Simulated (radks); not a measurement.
Q: Excited configurations of the silver ion Ag+: one electron is placed in a higher orbital outside [Kr] 4d9. The ground configuration is [Kr] 4d10. All-electron calculation, Dirac Kohn-Sham, BLYP, spin-unpolarised, spherical densities, finite nucleus; open shells fill j = l - 1/2 first; Fermi nuclear charge, rms radius 4.5454 fm. Program: a radial shooting solver on a logarithmic mesh with Libxc functionals. Excitation = E - E(ground); binding = E(ion) - E, where the ion is the core of charge +2; n* = 2/sqrt(2 binding) in atomic units, and the quantum defect is n - n*.

outer orbital  excitation (eV)  binding (eV)     n*  quantum defect  eigenvalue (eV)  <r> (bohr)
5s1/2                    4.919        16.875  1.796           3.204          -12.850       2.717
5d3/2                   16.041         5.753  3.076           1.924           -3.996       5.689
6s1/2                   15.055         6.738  2.842           3.158           -5.260       6.236
6p1/2                   16.390         5.403  3.174           2.826           -4.147       7.365
6d3/2                   18.287         3.507  3.939           2.061           -2.614       10.60
7p1/2                   18.551         3.243  4.097           2.903           -2.532       12.57

Estimate the row for 4f5/2.

A: excitation (eV) 18.372; binding (eV) 3.421; n* 3.988; quantum defect 0.012; eigenvalue (eV) -2.348; <r> (bohr) 8.693. The Delta-SCF ionisation energy is 21.794 eV (NIST Atomic Spectra Database: 21.484 eV, measured). Self-interaction in the functional shifts the binding energies and quantum defects, so they are the method's values and not measured ones. Spin polarisation and multiplet splitting are left out, so open shells lie too high by an amount that depends on their filling.

Beside tabulated values, note that spin-unpolarised runs miss the spin-polarisation part of the exchange energy of open shells.
